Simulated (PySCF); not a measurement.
**Correlation energy of Ne (neon, neutral)**

[Ne], closed-shell 1S. Computed with PySCF 2.14 in def2-TZVP (5s3p2d1f, 31 functions), with the non-relativistic Hamiltonian (point nucleus). Frozen: 1s2; 8 electrons correlated.

MP2 pair energies summed by pair of shells (mhartree):

| pair | energy | share (%) |
| --- | --- | --- |
| 2p-2p | -187.91 | 71.8 |
| 2s-2p | -64.21 | 24.5 |
| 2s-2s | -9.51 | 3.6 |

Total MP2 correlation energy: -261.63 mhartree.

Same-spin part -68.30 and opposite-spin part -193.33 mhartree; SCS-MP2 scales them by 1/3 and 6/5 to -254.76 mhartree.

```csv
level,correlation energy (mhartree)
CCSD,-264.36
(T),-3.98
CCSD(T),-268.34
```

Diagnostics: T1 = 0.0060, D1 = 0.0093, largest double amplitude 0.031.

Is a single reference adequate?

Yes: T1 lies below 0.03 and no double amplitude reaches 0.07.
